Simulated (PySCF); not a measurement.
ReO3, SMILES [O]=[Re+](=[O])=[O], charge +1, multiplicity 1.

Geometry optimised at PBE0-D3(BJ)/def2-TZVP. The spin state was assumed, not searched. The isomer is the one that the SMILES or the coordinates give; other isomers of the formula were not compared. The def2 effective core potentials stand for the cores of Re; spin–orbit coupling is left out.

Two levels are set side by side: TDA-PBE/def2-SVPD (PySCF) and TDA-LC-ωPBE/def2-SVPD (PySCF). Vertical, same geometry. The lowest singlet is HOMO→LUMO 100 % with PBE and HOMO→LUMO 97 % with the other functional; states are paired by order. Differences are taken from unrounded values.

| quantity | TDA-PBE |
|---|---|
| lowest singlet excitation (eV) | 2.22 |
| lowest triplet excitation (TDA) (eV) | 2.00 |

Task: These are the TDA-PBE values. What does TDA-LC-ωPBE give? (Estimate from the structure and the level; the computed values follow.)

Result: 
| quantity | TDA-LC-ωPBE | TDA-PBE minus TDA-LC-ωPBE |
|---|---|---|
| lowest singlet excitation (eV) | 2.78 | -0.56 |
| lowest triplet excitation (TDA) (eV) | 2.45 | -0.45 |

Functionals without exact exchange tend to place singlet excitations lower, as here. Differences between two approximate levels are no errors against the true value.

Rough cost on one machine, each run with all the roots and properties that it gave: TDA-LC-ωPBE against TDA-PBE about 2 times.
